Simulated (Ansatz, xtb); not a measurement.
Ranking isomers of BGeH7OSi

4 gas-phase structures of BGeH7OSi, from a drawn sample of its isomers (lower ones may exist). Each was relaxed with GFN2-xTB; where two conformers were screened, the lower at r2SCAN-D4/def2-SVP is listed:

A. `[BH2][Ge@@H]([OH])[SiH3]`, a singlet
B. `[BH2][GeH2][SiH2]O`, a singlet
C. `B[Si@@H](O)[GeH3]`, a singlet
D. `B[SiH2][GeH2][OH]`, a singlet

Q: Make a reasoned guess at their ranking by r2SCAN-D4/def2-SVP single-point energy.

A: Calculated order at r2SCAN-D4/def2-SVP: B (0.000), C (0.086), A (0.514), D (0.555) eV. Less than 1 kcal/mol parts A and D, so the order within that pair means little.

Energies above the lowest of each column, in eV; the last columns are at B3LYP-D3(BJ)/def2-SVP geometries:

| structure | GFN2-xTB | HF/STO-3G | r2SCAN-D4/def2-SVP | B3LYP-D3(BJ)/def2-SVP | CCSD(T)/def2-SVP + ΔMP2/def2-TZVPP |
| --- | --- | --- | --- | --- | --- |
| B | 0.000 | 0.000 | 0.000 | 0.000 | 0.000 |
| C | 0.236 | 0.151 | 0.086 | 0.061 | 0.126 |
| A | 0.598 | 0.193 | 0.514 | 0.566 | 0.639 |
| D | 0.717 | 0.353 | 0.555 | 0.592 | 0.709 |

Every level run on B puts it lowest or level with the lowest. Flexible structures stand in one conformer each, not always the lowest. The ΔMP2 step shifts differences by up to 0.135 eV, which makes them less sure. ΔMP2 is the change of the MP2 energy from the smaller to the larger basis.

Over these structures GFN2-xTB departs from r2SCAN-D4/def2-SVP by 0.057 eV on average once a common shift is removed. A GFN2-xTB relaxation took about 0.09 s and the r2SCAN-D4/def2-SVP energy about 1.3 s on a shared host (Ansatz 0.2.0, xtb 6.7.1).
